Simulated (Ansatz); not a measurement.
```yaml
crystal:
  periodic: [false, false, false]
  atoms:
    - {symbol: C, position_ang: [-0.962389, -0.918263, 0.551884]}
    - {symbol: C, position_ang: [0.257191, -0.025651, 0.655011]}
    - {symbol: C, position_ang: [1.535990, -0.825571, 0.443376]}
    - {symbol: N, position_ang: [0.181239, 1.080772, -0.279112]}
    - {symbol: Ga, position_ang: [-1.052234, 1.573959, -1.521690]}
    - {symbol: H, position_ang: [-1.883312, -0.361667, 0.739790]}
    - {symbol: H, position_ang: [-1.034841, -1.363426, -0.445163]}
    - {symbol: H, position_ang: [-0.900993, -1.729080, 1.280414]}
    - {symbol: H, position_ang: [0.284584, 0.376655, 1.680143]}
    - {symbol: H, position_ang: [2.417401, -0.183146, 0.520693]}
    - {symbol: H, position_ang: [1.536221, -1.280821, -0.550922]}
    - {symbol: H, position_ang: [1.633045, -1.618518, 1.189915]}
    - {symbol: H, position_ang: [1.004795, 1.663422, -0.230863]}
    - {symbol: H, position_ang: [-2.366891, 0.757978, -1.707560]}
    - {symbol: H, position_ang: [-0.649786, 2.853354, -2.325906]}
basis:
  gaussian: {orbitals: STO-3G}
magnetization: {spin_polarized: true, initial_magnetization: 8}
hamiltonian: {xc: {name: BLYP}}
output: {forces: true}
```

```sh
$ ansatz run in.yaml --threads 4 --pin off --events-out ev --progress --plain --max-ram 10444MiB
```

Shortened log:

```
Functional definition: BLYP
608 factors; integrals over basis functions are off by at most 4.2e-5 eV
mean field evaluation 1: about -55194.2778 eV, gradient 2.3e2 eV
mean field evaluation 2: about -55858.3783 eV, gradient 1.4e2 eV
mean field evaluation 4: about -56316.9573 eV, gradient 8.1e1 eV
mean field evaluation 8: about -56382.6594 eV, gradient 8.9e1 eV
mean field evaluation 16: about -56431.6243 eV, gradient 4.7e0 eV
mean field evaluation 32: about -56432.2621 eV, gradient 1.4e-5 eV
mean field -56432.26205747 eV, -2073.8473794509 hartree, gradient 4.3e-7 eV, S^2 20.001127; 10 other end points of the search recorded, 0 dependent functions left out
reference -56432.26236495 eV, -2073.8473907505 hartree; 37, 29 occupied and 11, 19 virtual orbitals, 608 factors
Total energy: -56432.26236495 eV, -2073.8473907505 hartree
Atom 0 at    -0.962389    -0.918263     0.551884 Å, force    -1.051964    -1.080228    -0.053129 eV/Å
Atom 1 at     0.257191    -0.025651     0.655011 Å, force     1.898338    -7.455895     7.257695 eV/Å
Atom 2 at     1.535990    -0.825571     0.443376 Å, force    -0.090077    -0.084353    -0.434648 eV/Å
Atom 3 at     0.181239     1.080772    -0.279112 Å, force    -1.050014     4.996034    -4.134192 eV/Å
Atom 4 at    -1.052234     1.573959    -1.521690 Å, force    -2.145880    -1.401424    -0.169359 eV/Å
Atom 5 at    -1.883312    -0.361667     0.739790 Å, force    -0.615336     0.617400     0.114747 eV/Å
Atom 6 at    -1.034841    -1.363426    -0.445163 Å, force     0.015795    -0.251550    -0.706875 eV/Å
Atom 7 at    -0.900993    -1.729080     1.280414 Å, force     0.066048    -0.776135     0.675953 eV/Å
Atom 8 at     0.284584     0.376655     1.680143 Å, force    -0.121499     0.734326     0.707806 eV/Å
Atom 9 at     2.417401    -0.183146     0.520693 Å, force     0.807991     0.658402     0.136607 eV/Å
Atom 10 at     1.536221    -1.280821    -0.550922 Å, force     0.059289    -0.506837    -0.655003 eV/Å
Atom 11 at     1.633045    -1.618518     1.189915 Å, force     0.303657    -1.003188     0.729476 eV/Å
Atom 12 at     1.004795     1.663422    -0.230863 Å, force     5.544676     2.785006     1.271235 eV/Å
Atom 13 at    -2.366891     0.757978    -1.707560 Å, force    -7.313184    -4.931135    -0.762514 eV/Å
Atom 14 at    -0.649786     2.853354    -2.325906 Å, force     3.692161     7.699576    -3.977799 eV/Å
Dipole moment:     0.498213    -0.264400     0.534719 e Å
```

(1) Something in this input is off. What?

Results:

(1) The spin is set far too high for this molecule. The calculation finished and met its thresholds. The result belongs to that input, not to the molecule as meant.
